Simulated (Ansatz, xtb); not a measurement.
**C2H7AlOS: where a starting geometry ends**

The starting geometry of this gas-phase singlet was built from a drawn formula by distance geometry and a force field; its bonds are those of `O[CH2][AlH][CH2]S`.

```xyz
12

C    -1.9129   -2.4811   -0.5503
C     0.0800    0.3523   -0.2028
Al   -1.2033   -0.9908    0.5179
O    -1.5374   -3.6876    0.0469
S     1.5018   -0.5117   -0.8085
H    -1.8765   -4.4203   -0.5612
H    -1.4836   -2.3916   -1.5974
H    -3.0303   -2.4228   -0.6640
H    -1.7133   -0.8161    2.0715
H    -0.4867    0.8701   -1.1007
H     0.2946    1.1199    0.5220
H     1.9622   -0.7981    0.4538
```

Task: Predict what becomes of its bonds when it is optimised with r2SCAN-D4/def2-SVP.

Result: A new bond forms, giving a structure given below by its coordinates. Contacts that close: Al3–S5 (3.05 → 2.52 Å).

The energy falls by 0.65 eV over 13 steps:

| step | E − E(last) (eV) |
| --- | --- |
| 1 | 0.646 |
| 2 | 0.342 |
| 4 | 0.198 |
| 5 | 0.116 |
| 6 | 0.054 |
| 8 | 0.007 |
| 9 | 0.003 |
| 10 | 0.003 |
| 12 | 0.000 |
| 13 | 0.000 |

Final geometry (Å):

```yaml
atoms:
  - { symbol: C, position_ang: [-1.9011, -2.4422, -0.6261] }
  - { symbol: C, position_ang: [-0.1669, 0.4392, -0.3031] }
  - { symbol: Al, position_ang: [-0.9418, -1.1632, 0.5371] }
  - { symbol: O, position_ang: [-1.7182, -3.7399, -0.0574] }
  - { symbol: S, position_ang: [1.3693, -0.6565, -0.3241] }
  - { symbol: H, position_ang: [-2.1964, -4.3797, -0.6004] }
  - { symbol: H, position_ang: [-1.5116, -2.3808, -1.6676] }
  - { symbol: H, position_ang: [-2.9793, -2.1717, -0.7033] }
  - { symbol: H, position_ang: [-0.8289, -1.2952, 2.1156] }
  - { symbol: H, position_ang: [-0.3818, 0.6208, -1.3676] }
  - { symbol: H, position_ang: [0.0765, 1.3939, 0.1824] }
  - { symbol: H, position_ang: [1.7750, -0.4025, 0.9417] }
```

From the same start GFN2-xTB ends elsewhere, differing in Al3–O4 (1.82 against 2.76 Å here).

No frequencies were run, so the end isn't proven a minimum. Run with Ansatz 0.2.0, 70 s on 2 threads of Intel(R) Xeon(R) Processor @ 2.50GHz (Skylake/Cascade Lake), with other jobs on the host.
